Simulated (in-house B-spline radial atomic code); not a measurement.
Settings and results of a run for the ruthenium ion Ru³⁺ (an excited or competing configuration). Level of theory: non-relativistic AM05, spin-polarised, spherical fractional occupations, point nucleus; calculated with a B-spline radial code for spherical atoms.

Command:
```bash
python run_scf.py task.json out
```
Settings:
```
Z                44
configuration    [Ar] 3d10 4s2 4p5 4d5 5p1
hamiltonian      nr
method           am05
spin_polarised   True
```

Output (hartree, bohr):
```
 radial grid: 55 intervals, B-splines of order 8, outer radius 39.1892 bohr

 iter        energy (Eh)    residual
    1       -4424.868301    5.44e-01
    2       -4430.864680    3.69e-01
    3       -4434.969799    8.41e-02
    4       -4435.167927    2.01e-02
    5       -4435.175976    1.05e-02
    6       -4435.178813    2.63e-03
    7       -4435.178914    2.07e-04
    8       -4435.178915    1.47e-05
    9       -4435.178915    1.06e-06
   10       -4435.178915    5.45e-08

 total energy                     -4435.17892
 kinetic                            4432.5859
 electron-nucleus                 -10500.1325
 Hartree                            1757.8104
 exchange-correlation               -125.4427

 orbital      occ     eigenvalue          <r>       <r^2>       <1/r>       r_max
 1s up      1.000      -784.6619    0.0346575  0.00160716     43.4467     0.02293
 1s down    1.000      -784.6526    0.0346572  0.00160713      43.447     0.02293
 2s up      1.000      -112.2131     0.151018    0.026802     9.82915      0.1278
 2s down    1.000      -112.1725     0.151002   0.0267967     9.83042      0.1278
 2p up      3.000      -103.9824     0.129219   0.0203357     9.83093      0.1004
 2p down    3.000      -103.9475     0.129203   0.0203304       9.832      0.1004
 3s up      1.000       -21.0182     0.415426     0.19737     3.44544      0.3733
 3s down    1.000       -20.9871     0.415101    0.196972     3.44664      0.3734
 3p up      3.000       -17.7910     0.408696    0.194034     3.35972        0.36
 3p down    3.000       -17.7561     0.408297    0.193541     3.36112      0.3601
 3d up      5.000       -11.8440     0.383649    0.176101     3.19456      0.3007
 3d down    5.000       -11.7989     0.383078     0.17538     3.19665      0.3009
 4s up      1.000        -4.2433      1.02835     1.19439     1.32512      0.9336
 4s down    1.000        -4.0402      1.02603     1.19016     1.33013      0.9307
 4p up      3.000        -3.2568      1.10235     1.38389     1.22107      0.9817
 4p down    2.000        -3.0516      1.10151     1.38411     1.22417      0.9784
 4d up      5.000        -1.6781      1.35618     2.14675    0.970641       1.134
 5p up      1.000        -0.9188      2.78216     8.66741     0.46663       2.547
```

Run time, properties included: 0.1 s on 1 thread of Arm Neoverse V1, on a shared host.
